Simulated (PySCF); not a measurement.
# Electron affinity of Bi by level of theory

Bi⁻ [Xe] 4f14 5d10 6s2 6p4 (3P) → Bi [Xe] 4f14 5d10 6s2 6p3 (4S), as a difference of total energies. All numbers are calculated (PySCF 2.14, the spin-free X2C one-electron Hamiltonian (Gaussian nucleus), in aug-cc-pwCVTZ-DK3 (11s10p8d5f1g, 125 functions)). Correlated levels: valence and next inner shell: [Kr] 4d10 4f14 frozen. The calculations carry no spin-orbit coupling.

```tsv
method	electron affinity (eV)
UHF	-0.179
MP2 (valence and next inner shell)	0.593
SCS-MP2 (valence and next inner shell)	0.609
CCSD (valence and next inner shell)	0.631
CCSD(T) (valence and next inner shell)	0.710
```

Spin-orbit coupling is strong in these open shells (close to jj coupling). The scalar numbers leave it out and a first-order estimate fails, so it can dominate the gap to the real levels.

Errors of the correlated levels include the incompleteness of this basis and the frozen core.

A negative affinity means that the anion lies above the atom at that level of theory.

For comparison: 0.942 eV (measured; photodetachment measurements, as compiled on the Wikipedia data page of electron affinities).
